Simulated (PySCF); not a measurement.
C3H2F3, SMILES C(C(F)(F)F)=[CH], multiplicity 2. The structure is a stationary point at PBE0-D3(BJ)/def2-SVP. The isomer is the one that the SMILES or the coordinates give; other isomers of the formula were not compared.

Computed equilibrium geometry at PBE0-D3(BJ)/def2-SVP (PySCF confirms it by a frequency run) as Cartesian coordinates in Å, and its point group:
point group Cs.
```xyz
8

C     -0.1441    -2.1383     0.0000
C      0.5832    -1.0474     0.0000
C      0.0066     0.3381     0.0000
F     -1.3221     0.3381     0.0000
F      0.4184     1.0187     1.0749
F      0.4184     1.0187    -1.0749
H      0.0097    -3.2161     0.0000
H      1.6838    -1.0775     0.0000
```
Charge 0, spin multiplicity 2.
